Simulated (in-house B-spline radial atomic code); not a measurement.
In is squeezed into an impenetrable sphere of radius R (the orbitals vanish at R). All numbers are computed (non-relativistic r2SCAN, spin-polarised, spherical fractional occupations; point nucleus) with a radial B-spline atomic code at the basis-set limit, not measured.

Energies in eV above the free atom in [Kr] 4d10 5s2 5p1:

```json
{"R (bohr)": "7.02", "highest level (eV)": "-2.23", "[Kr] 4d10 5s2 5p1": "0.4458", "[Kr] 4d10 5s1 5p1 5d1": "11.36", "[Ar] 3d10 4s2 4p5 4d10 5s2 5p1 5d1": "86.36"}
{"R (bohr)": "6.01", "highest level (eV)": "-1.3", "[Kr] 4d10 5s2 5p1": "1.303", "[Kr] 4d10 5s1 5p1 5d1": "13.68", "[Ar] 3d10 4s2 4p5 4d10 5s2 5p1 5d1": "88.45"}
{"R (bohr)": "5.1", "highest level (eV)": "0.609", "[Kr] 4d10 5s2 5p1": "3.605", "[Kr] 4d10 5s1 5p1 5d1": "18.41", "[Ar] 3d10 4s2 4p5 4d10 5s2 5p1 5d1": "92.93"}
{"R (bohr)": "4.19", "highest level (eV)": "5.15", "[Kr] 4d10 5s2 5p1": "10.76", "[Kr] 4d10 5s1 5p1 5d1": "30.25", "[Ar] 3d10 4s2 4p5 4d10 5s2 5p1 5d1": "105"}
{"R (bohr)": "3.72", "highest level (eV)": "9.96", "[Kr] 4d10 5s2 5p1": "19.93", "[Kr] 4d10 5s1 5p1 5d1": "43.52", "[Ar] 3d10 4s2 4p5 4d10 5s2 5p1 5d1": "119.1"}
{"R (bohr)": "2.99", "highest level (eV)": "26.5", "[Kr] 4d10 5s2 5p1": "58.65", "[Kr] 4d10 5s1 5p1 5d1": "92.91", "[Ar] 3d10 4s2 4p5 4d10 5s2 5p1 5d1": "173.8"}
{"R (bohr)": "2.45", "highest level (eV)": "58.5", "[Kr] 4d10 5s2 5p1": "151.7", "[Kr] 4d10 5s1 5p1 5d1": "199.4", "[Ar] 3d10 4s2 4p5 4d10 5s2 5p1 5d1": "294.9"}
{"R (bohr)": "2.39", "highest level (eV)": "64.3", "[Kr] 4d10 5s2 5p1": "170.5", "[Kr] 4d10 5s1 5p1 5d1": "220", "[Ar] 3d10 4s2 4p5 4d10 5s2 5p1 5d1": "318.5"}
{"R (bohr)": "1.62", "highest level (eV)": "259", "[Kr] 4d10 5s2 5p1": "1006", "[Kr] 4d10 5s1 5p1 5d1": "1081", "[Ar] 3d10 4s2 4p5 4d10 5s2 5p1 5d1": "1299"}
{"R (bohr)": "1.42", "highest level (eV)": "399", "[Kr] 4d10 5s2 5p1": "1773", "[Kr] 4d10 5s1 5p1 5d1": "1848", "[Ar] 3d10 4s2 4p5 4d10 5s2 5p1 5d1": "2159"}
```

Does [Kr] 4d10 5s1 5p1 5d1 fall below [Kr] 4d10 5s2 5p1 under compression?

No, it stays above over the whole range.

Does [Ar] 3d10 4s2 4p5 4d10 5s2 5p1 5d1 fall below [Kr] 4d10 5s2 5p1 under compression?

No, it stays above over the whole range.

The highest level is first positive in the row R = 5.1 bohr, pushed up by confinement above the zero of the free ion's potential. Each configuration is held fixed and needn't be the lowest in the sphere.
